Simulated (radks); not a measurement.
Values are calculated unless marked as measured or tabulated.
Excited configurations of Fe XXIV: one electron is placed in a higher orbital outside [He]. The ground configuration is [He] 2s1. Code: a radial shooting solver on a logarithmic mesh with Libxc functionals. Model: scalar-relativistic Kohn-Sham, LDA (Slater exchange, Perdew-Wang correlation), spin-polarised, spherical densities, finite nucleus; open shells are filled with parallel spins first; Fermi nuclear charge, rms radius 3.7377 fm. Excitation = E - E(ground); binding = E(ion) - E, where the ion is the core of charge +24; n* = 24/sqrt(2 binding) in atomic units. These energies are relativistic, and a one-electron ion of charge +24 with no core already has n* below n in this formula (scalar-relativistic equation, point nucleus: 3s 2.988, 3p 2.994, 4s 3.987, 4f 3.998, 5d 4.996, 6s 5.986, 6d 5.996, 6f 5.998, 7p 6.991, 7d 6.996). The quantum defect is therefore taken as that value minus n*, so that it holds no relativistic shift of the bare ion.

outer orbital	excitation (eV)	binding (eV)	n*	quantum defect	eigenvalue (eV)
3s	1146.1	897.97	2.954	0.034	-881.94
3p	1161.8	882.29	2.980	0.013	-864.90
4s	1542.0	502.06	3.951	0.037	-493.39
4f	1555.0	489.12	4.003	-0.004	-477.64
5d	1729.4	314.68	4.990	0.006	-308.91
6s	1822.3	221.81	5.944	0.042	-218.14
6d	1825.4	218.69	5.986	0.009	-214.85
6f	1825.9	218.22	5.993	0.005	-214.16
7p	1882.5	161.57	6.965	0.027	-158.89
7d	1883.3	160.76	6.982	0.013	-158.02

The Delta-SCF ionisation energy is 2044.1 eV (NIST Atomic Spectra Database: 2045.8 eV, theoretical). Self-interaction in the functional shifts the binding energies and quantum defects, so they are the method's values and not measured ones.
